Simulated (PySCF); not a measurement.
**Computed vibrations of [Nd(H2O)3]3+**

[Nd(H2O)3]3+ (singlet in the valence; each metal's 4f electrons, 3 of them, lie in its core potential, out of spins and levels). PySCF 2.14.0, RKS PBE0, Nd lcecp-1-SVP with ECP49, O def2-SVP, H def2-SVP; non-relativistic Hamiltonian with scalar-relativistic core potentials where named; density fitting; no spin-orbit coupling. Central differences of gradients.

```xyz
10

Nd    0.0000    0.0000    0.0000
O     2.3382    0.0000    0.0000
H     2.9548    0.0000    0.7705
H     2.9548    0.0000   -0.7705
O    -1.1691    2.0249    0.0000
H    -1.4774    2.5589    0.7705
H    -1.4774    2.5589   -0.7705
O    -1.1691   -2.0249    0.0000
H    -1.4774   -2.5589    0.7705
H    -1.4774   -2.5589   -0.7705
```

Run from Python with OMP_NUM_THREADS=2. Where DIIS fails, smearing, a level shift and second-order steps follow.
It took 46 s on 2 threads of Arm Neoverse V1, with other jobs on the host.

(1) What are the harmonic wavenumbers and infrared intensities?

(2) Is this a minimum?

An lcecp potential fixes the number of 4f electrons, so in runs with it no electron can move into or out of that shell.

## Answers

(1) Modes are labelled in D3h; negative numbers are unstable modes, those under 60 cm⁻¹ near the noise; a finer grid moves soft modes by up to 10 cm⁻¹.
```tsv
cm⁻¹	km/mol	symmetry
-198	–	a1''
-182	–	e''
-182	–	e''
-52	–	a2''
51	3.9	e'
51	3.9	e'
386	0.0	a1'
395	33.3	e'
395	33.3	e'
614	0.0	e''
614	0.0	e''
629	270.9	a2''
636	0.0	a2'
664	575.7	e'
664	575.7	e'
1673	202.8	e'
1673	202.8	e'
1676	0.0	a1'
3584	856.4	e'
3584	856.4	e'
3602	0.0	a1'
3620	0.0	e''
3620	0.0	e''
3623	1275.4	a2''
```

(2) No: 4 unstable; the lowest moves the atoms so:
```
Nd   0.00  0.00  0.00
O    0.00  0.00  0.00
H    0.00  0.41  0.00
H    0.00 -0.41  0.00
O    0.00  0.00  0.00
H   -0.35 -0.20  0.00
H    0.35  0.20  0.00
O    0.00  0.00  0.00
H    0.35 -0.20  0.00
H   -0.35  0.20  0.00
```
